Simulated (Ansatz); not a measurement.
Start from `[OH][Ti]([Cl])([Cl])[Cl]` and change one atom or group to get `[OH][Ti]([SH])([Cl])[Cl]`.

Ansatz, PBE0-D4/def2-TZVP geometries, multiplicity 1. Each molecule was computed in one conformer, which needn't be the lowest.

Scalar relativity is left out up to krypton.

```
                                                                                  property  `[OH][Ti]([Cl])([Cl])[Cl]`
                                                     HOMO energy (ωB97M-V/def2-TZVPP) / eV                      -11.42
                                                        LUMO energy (PBE0/def2-TZVPP) / eV                       -3.24
                                                         LUMO energy (PBE/def2-TZVPP) / eV                       -4.08
                                                   HOMO–LUMO gap (ωB97M-V/def2-TZVPP) / eV                       10.33
ideal-gas entropy at 298 K and 1 bar (rigid rotor, harmonic PBE0-D4/def2-TZVP) / J/(mol·K)                         385
                                                       HOMO energy (B3LYP/def2-TZVPP) / eV                       -8.97
```

Task: Give the same properties after the change, and the shifts. (Estimate.)

Result: Computed: 
```json
{"property": "HOMO energy (ωB97M-V/def2-TZVPP) / eV", "`[OH][Ti]([SH])([Cl])[Cl]`": "-10.07", "shift": "1.35"}
{"property": "LUMO energy (PBE0/def2-TZVPP) / eV", "`[OH][Ti]([SH])([Cl])[Cl]`": "-2.91", "shift": "0.33"}
{"property": "LUMO energy (PBE/def2-TZVPP) / eV", "`[OH][Ti]([SH])([Cl])[Cl]`": "-3.81", "shift": "0.27"}
{"property": "HOMO–LUMO gap (ωB97M-V/def2-TZVPP) / eV", "`[OH][Ti]([SH])([Cl])[Cl]`": "9.32", "shift": "-1.01"}
{"property": "ideal-gas entropy at 298 K and 1 bar (rigid rotor, harmonic PBE0-D4/def2-TZVP) / J/(mol·K)", "`[OH][Ti]([SH])([Cl])[Cl]`": "393", "shift": "8"}
{"property": "HOMO energy (B3LYP/def2-TZVPP) / eV", "`[OH][Ti]([SH])([Cl])[Cl]`": "-7.71", "shift": "1.26"}
```

With PBE0 the HOMO rises by 1.28 eV and the LUMO rises by 0.33 eV, so the gap narrows by about 0.95 eV. PBE moves the HOMO by 1.13 eV and ωB97M-V by 1.35 eV. The zero-point energy changes by 20.6 kJ/mol with +3 modes.

B3LYP here is the variant with VWN-RPA as its local correlation; programs differ in this.
